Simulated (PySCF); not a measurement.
GaI₃, charge +1, quartet, geometry from GFN2-xTB of the parent state (such geometries of metal compounds can be far from the true shape) (a state made from the parent by changing its charge; the spin is typed, not shown lowest) (all electrons, no relativity); HF/STO-3G (PySCF).

Input for PySCF:
```python
from pyscf import gto, scf

mol = gto.M(
    atom='''
Ga    0.000000   -0.000000    0.000000
I    -2.100283   -1.458236   -0.047564
I     0.015981    2.258510   -1.199491
I     2.084302   -0.800275    1.247055
''',
    basis='sto-3g',
    charge=1,
    spin=3,
    verbose=4,
)

mf = scf.ROHF(mol)
mf.kernel()
```

It wrote (shortened):

```
PySCF version 2.14.0

[INPUT] verbose = 4
[INPUT] num. atoms = 4
[INPUT] num. electrons = 189
[INPUT] charge = 1
[INPUT] spin (= nelec alpha-beta = 2S) = 3
[INPUT] symmetry False subgroup None
[INPUT] Mole.unit = angstrom
[INPUT] Symbol           X                Y                Z      unit          X                Y                Z       unit  Magmom
[...]
nuclear repulsion = 2026.70378918928
number of shells = 41
number of NR pGTOs = 297
number of NR cGTOs = 99
basis = sto-3g
ecp = {}

******** <class 'pyscf.scf.rohf.ROHF'> ********
method = ROHF
initial guess = minao
damping factor = 0
level_shift factor = 0
DIIS = <class 'pyscf.scf.diis.CDIIS'>
diis_start_cycle = 1
diis_space = 8
diis_damp = 0
SCF conv_tol = 1e-09
SCF conv_tol_grad = None
SCF max_cycles = 50
direct_scf = True
direct_scf_tol = 1e-13
num. doubly occ = 93  num. singly occ = 3
Set gradient conv threshold to 3.16228e-05
init E= -22383.7942723075
[...]
cycle= 1 E= -22452.5814287099  delta_E= -68.8  |g|= 0.312  |ddm|= 2.72
[...]
cycle= 2 E= -22451.6595793536  delta_E= 0.922  |g|= 1.17  |ddm|= 2.33

WARN: HOMO -0.0858884133749477 >= LUMO -0.432733445690679

cycle= 3 E= -22452.3162133587  delta_E= -0.657  |g|= 0.365  |ddm|= 2.89
[...]
cycle= 4 E= -22452.6569996149  delta_E= -0.341  |g|= 0.188  |ddm|= 1.88
[...]
cycle= 5 E= -22452.6834654528  delta_E= -0.0265  |g|= 0.147  |ddm|= 0.435
[...]
cycle= 6 E= -22452.7016859867  delta_E= -0.0182  |g|= 0.115  |ddm|= 0.411
[...]
cycle= 7 E= -22452.7158375682  delta_E= -0.0142  |g|= 0.0997  |ddm|= 0.548
[...]
cycle= 8 E= -22452.6975850722  delta_E= 0.0183  |g|= 0.103  |ddm|= 0.976
[...]
cycle= 9 E= -22452.7209054534  delta_E= -0.0233  |g|= 0.0754  |ddm|= 0.522
[...]
cycle= 10 E= -22452.6141618044  delta_E= 0.107  |g|= 0.251  |ddm|= 1.64
[...]
cycle= 11 E= -22452.5231839846  delta_E= 0.091  |g|= 0.341  |ddm|= 0.589
[...]
cycle= 12 E= -22452.5076361844  delta_E= 0.0155  |g|= 0.344  |ddm|= 0.253
[...]
cycle= 13 E= -22452.530038163  delta_E= -0.0224  |g|= 0.317  |ddm|= 0.335
[...]
cycle= 14 E= -22452.51492252  delta_E= 0.0151  |g|= 0.334  |ddm|= 0.193
[...]
cycle= 15 E= -22452.6092290647  delta_E= -0.0943  |g|= 0.239  |ddm|= 0.605
[...]
cycle= 16 E= -22452.7225672236  delta_E= -0.113  |g|= 0.0585  |ddm|= 1.07
[...]
cycle= 17 E= -22452.7295471166  delta_E= -0.00698  |g|= 0.0334  |ddm|= 0.459
[...]
cycle= 18 E= -22452.7025339075  delta_E= 0.027  |g|= 0.0956  |ddm|= 0.984
[...]
cycle= 19 E= -22452.7149056312  delta_E= -0.0124  |g|= 0.0682  |ddm|= 0.216
[...]
[...]
[...]
cycle= 22 E= -22452.7289166068  delta_E= -0.00175  |g|= 0.0299  |ddm|= 0.325
[...]
cycle= 23 E= -22452.7278682612  delta_E= 0.00105  |g|= 0.0313  |ddm|= 0.337
[...]
cycle= 24 E= -22452.7224330024  delta_E= 0.00544  |g|= 0.0383  |ddm|= 0.271
[...]
cycle= 25 E= -22452.7267131299  delta_E= -0.00428  |g|= 0.0268  |ddm|= 0.173
[...]
cycle= 26 E= -22452.7265208611  delta_E= 0.000192  |g|= 0.0265  |ddm|= 0.0419
[...]
cycle= 27 E= -22452.7259217329  delta_E= 0.000599  |g|= 0.0282  |ddm|= 0.129
[...]
cycle= 28 E= -22452.7279331315  delta_E= -0.00201  |g|= 0.0219  |ddm|= 0.12
[...]
cycle= 29 E= -22452.7284913191  delta_E= -0.000558  |g|= 0.0226  |ddm|= 0.139
[...]
cycle= 30 E= -22452.7304874062  delta_E= -0.002  |g|= 0.0253  |ddm|= 0.29
[...]
cycle= 31 E= -22452.7136994269  delta_E= 0.0168  |g|= 0.0644  |ddm|= 0.566
[...]
cycle= 32 E= -22452.7191784593  delta_E= -0.00548  |g|= 0.047  |ddm|= 0.181
[...]
cycle= 33 E= -22452.7259685106  delta_E= -0.00679  |g|= 0.03  |ddm|= 0.818
[...]
cycle= 34 E= -22452.7245523778  delta_E= 0.00142  |g|= 0.0358  |ddm|= 0.103
[...]
cycle= 35 E= -22452.7287068574  delta_E= -0.00415  |g|= 0.022  |ddm|= 0.337
[...]
cycle= 36 E= -22452.7302336157  delta_E= -0.00153  |g|= 0.0225  |ddm|= 0.132
[...]
cycle= 37 E= -22452.7303939382  delta_E= -0.00016  |g|= 0.0161  |ddm|= 0.131
[...]
cycle= 38 E= -22452.7307297128  delta_E= -0.000336  |g|= 0.0198  |ddm|= 0.137
[...]
cycle= 39 E= -22452.730816664  delta_E= -8.7e-05  |g|= 0.0239  |ddm|= 0.0719
[...]
cycle= 40 E= -22452.7307531784  delta_E= 6.35e-05  |g|= 0.0253  |ddm|= 0.0419
[...]
cycle= 41 E= -22452.7309831307  delta_E= -0.00023  |g|= 0.0228  |ddm|= 0.067
[...]
cycle= 42 E= -22452.7309807999  delta_E= 2.33e-06  |g|= 0.0205  |ddm|= 0.0545
[...]
cycle= 43 E= -22452.730433065  delta_E= 0.000548  |g|= 0.0171  |ddm|= 0.231
[...]
cycle= 44 E= -22452.7306315638  delta_E= -0.000198  |g|= 0.0197  |ddm|= 0.0832
[...]
cycle= 45 E= -22452.7305120581  delta_E= 0.00012  |g|= 0.0177  |ddm|= 0.0629
[...]
cycle= 46 E= -22452.7292683311  delta_E= 0.00124  |g|= 0.0361  |ddm|= 0.24
[...]
cycle= 47 E= -22452.7289916367  delta_E= 0.000277  |g|= 0.0315  |ddm|= 0.163
[...]
cycle= 48 E= -22452.7273658728  delta_E= 0.00163  |g|= 0.0407  |ddm|= 0.162
[...]
cycle= 49 E= -22452.7292571545  delta_E= -0.00189  |g|= 0.0221  |ddm|= 0.222
[...]
cycle= 50 E= -22452.7293266273  delta_E= -6.95e-05  |g|= 0.0243  |ddm|= 0.228
SCF not converged.
SCF energy = -22452.7293266273
```

The run did not converge; its last values are not results.
